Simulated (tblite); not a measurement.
C₅H₁₀SeSi.
Atom-mapped SMILES: `[CH:1]#[C:2][C@H:3]([SeH:4])[CH2:5][CH2:6][SiH3:7]` (hydrogens: H8 on C1; H9 on C3; H10 on Se4; H11, H12 on C5; H13, H14 on C6; H15, H16, H17 on Si7)

Computed with GFN2-xTB (tblite), gas phase: L-BFGS steps from a force-field or distance-geometry start until the largest atomic force falls under 0.01 eV/Å.

Step 100: E = -561.1826 eV
```
atom  x, y, z in Å  |  force x, y, z in eV/Å
C1     -2.1062    2.0781    1.0771    0.019   0.014   0.007
C2     -1.7777    1.0412    0.5739    0.009  -0.018  -0.012
C3     -1.4100   -0.2285    0.0106    0.012   0.020  -0.003
Se4    -2.6849   -1.6497    0.6948   -0.025   0.016  -0.011
C5      0.0062   -0.6633    0.3796   -0.036   0.000   0.016
C6      1.0671    0.1671   -0.3332   -0.014  -0.014   0.007
Si7     2.8220   -0.3086    0.2321    0.012   0.002  -0.032
H8     -2.3749    2.9979    1.5049    0.007  -0.012  -0.015
H9     -1.5437   -0.2168   -1.0771   -0.013  -0.010   0.003
H10    -3.8742   -0.8693    0.4284    0.009  -0.011   0.002
H11     0.1239   -1.7189    0.1113    0.024   0.004   0.007
H12     0.1293   -0.5777    1.4625   -0.008  -0.010   0.005
H13     0.9646    0.0302   -1.4116   -0.007   0.002  -0.007
H14     0.8835    1.2250   -0.1349   -0.007   0.012   0.003
H15     2.9514   -1.7662    0.1735    0.015   0.005   0.010
H16     3.8073    0.3081   -0.6558   -0.013   0.019  -0.001
H17     3.0094    0.1636    1.6034    0.014  -0.020   0.021
```

Step 101: E = -561.1829 eV
```
atom  x, y, z in Å  |  force x, y, z in eV/Å
C1     -2.1044    2.0805    1.0721    0.014   0.007   0.006
C2     -1.7781    1.0423    0.5697    0.015  -0.016  -0.009
C3     -1.4105   -0.2284    0.0090    0.008   0.012  -0.003
Se4    -2.6824   -1.6488    0.7020   -0.030   0.020  -0.013
C5      0.0062   -0.6627    0.3765   -0.035   0.003   0.017
C6      1.0682    0.1658   -0.3368   -0.012  -0.013   0.007
Si7     2.8213   -0.3097    0.2343    0.000  -0.005  -0.035
H8     -2.3754    2.9997    1.4997    0.011  -0.008  -0.016
H9     -1.5483   -0.2206   -1.0782   -0.007  -0.009   0.002
H10    -3.8737   -0.8669    0.4470    0.015  -0.014   0.002
H11     0.1242   -1.7189    0.1106    0.019   0.003   0.003
H12     0.1296   -0.5756    1.4593   -0.008  -0.008   0.010
H13     0.9685    0.0266   -1.4152   -0.010   0.001  -0.005
H14     0.8856    1.2242   -0.1412   -0.011   0.013   0.004
H15     2.9589   -1.7655    0.1546    0.014   0.006   0.013
H16     3.8081    0.3255   -0.6370    0.001   0.026  -0.013
H17     2.9953    0.1447    1.6131    0.016  -0.019   0.029
```

Step 102: E = -561.1833 eV
```
atom  x, y, z in Å  |  force x, y, z in eV/Å
C1     -2.0994    2.0831    1.0665    0.008  -0.006   0.002
C2     -1.7774    1.0431    0.5650    0.017  -0.006  -0.004
C3     -1.4111   -0.2292    0.0077   -0.003  -0.003  -0.005
Se4    -2.6809   -1.6472    0.7112   -0.031   0.019  -0.012
C5      0.0058   -0.6628    0.3739   -0.018   0.003   0.016
C6      1.0681    0.1651   -0.3397   -0.006  -0.007   0.007
Si7     2.8199   -0.3102    0.2357   -0.020  -0.007  -0.020
H8     -2.3725    3.0016    1.4935    0.014   0.002  -0.014
H9     -1.5538   -0.2266   -1.0788   -0.001  -0.006  -0.002
H10    -3.8736   -0.8657    0.4618    0.017  -0.013   0.001
H11     0.1259   -1.7193    0.1103    0.007   0.005  -0.003
H12     0.1296   -0.5746    1.4564   -0.008  -0.004   0.014
H13     0.9707    0.0254   -1.4186   -0.014  -0.001   0.004
H14     0.8861    1.2240   -0.1451   -0.014   0.007   0.003
H15     2.9663   -1.7636    0.1356    0.013   0.000   0.015
H16     3.8080    0.3428   -0.6179    0.022   0.038  -0.031
H17     2.9814    0.1259    1.6219    0.017  -0.021   0.029
```

Step 103: E = -561.1837 eV
```
atom  x, y, z in Å  |  force x, y, z in eV/Å
C1     -2.0924    2.0860    1.0604    0.000  -0.022  -0.002
C2     -1.7755    1.0437    0.5604    0.015   0.009   0.004
C3     -1.4118   -0.2309    0.0074   -0.013  -0.018  -0.004
Se4    -2.6808   -1.6445    0.7223   -0.024   0.012  -0.008
C5      0.0051   -0.6638    0.3719    0.005   0.005   0.010
C6      1.0670    0.1646   -0.3420    0.000   0.004   0.006
Si7     2.8180   -0.3106    0.2365   -0.020   0.000  -0.012
H8     -2.3680    3.0043    1.4862    0.019   0.010  -0.013
H9     -1.5597   -0.2346   -1.0781    0.006  -0.001  -0.008
H10    -3.8738   -0.8644    0.4723    0.011  -0.007  -0.001
H11     0.1284   -1.7202    0.1095   -0.008   0.004  -0.008
H12     0.1298   -0.5751    1.4543   -0.008   0.000   0.018
H13     0.9712    0.0259   -1.4214   -0.018  -0.003   0.016
H14     0.8854    1.2240   -0.1471   -0.015  -0.006   0.001
H15     2.9748   -1.7614    0.1162    0.010   0.002   0.016
H16     3.8081    0.3616   -0.5993    0.024   0.039  -0.036
H17     2.9674    0.1075    1.6301    0.017  -0.026   0.023
```

Problem. Estimate the geometry and energy of step 104. (The exact step hangs on the optimiser's Hessian estimate; all steps are aligned on step 103, rigid shifts and turns removed.)

Solution. E = -561.1842 eV, largest force 0.093 eV/Å
```
atom  x, y, z in Å  |  force x, y, z in eV/Å
C1     -2.0814    2.0881    1.0548   -0.010  -0.031  -0.006
C2     -1.7722    1.0434    0.5550    0.013   0.019   0.012
C3     -1.4126   -0.2345    0.0075   -0.025  -0.031  -0.004
Se4    -2.6838   -1.6406    0.7329   -0.014  -0.001  -0.003
C5      0.0037   -0.6665    0.3725    0.035   0.000   0.003
C6      1.0642    0.1648   -0.3409    0.002   0.016   0.007
Si7     2.8162   -0.3093    0.2353   -0.043   0.007   0.016
H8     -2.3573    3.0064    1.4796    0.023   0.019  -0.012
H9     -1.5641   -0.2451   -1.0772    0.012   0.004  -0.015
H10    -3.8752   -0.8635    0.4707    0.001   0.000  -0.003
H11     0.1319   -1.7228    0.1115   -0.025   0.010  -0.015
H12     0.1280   -0.5774    1.4548   -0.008   0.005   0.020
H13     0.9680    0.0304   -1.4210   -0.022  -0.008   0.027
H14     0.8818    1.2238   -0.1422   -0.013  -0.019  -0.002
H15     2.9831   -1.7566    0.1011    0.007  -0.020   0.012
H16     3.8040    0.3766   -0.5887    0.048   0.056  -0.057
H17     2.9586    0.0948    1.6340    0.019  -0.027   0.021
```

The energy changes by -0.0005 eV. The first-order estimate −F·Δx gives -0.0007 eV and the mean of the old and new forces, exact on a quadratic surface, -0.0005 eV. The step makes an angle of 80° with the force vector and moves no atom by more than 0.019 Å.

The cost below is that of the whole relaxation. Hardware: Arm Neoverse N1, one thread, no GPU, shared host with 64 logical CPUs at a one-minute load of 60. Cost: 1.6 s of wall time.
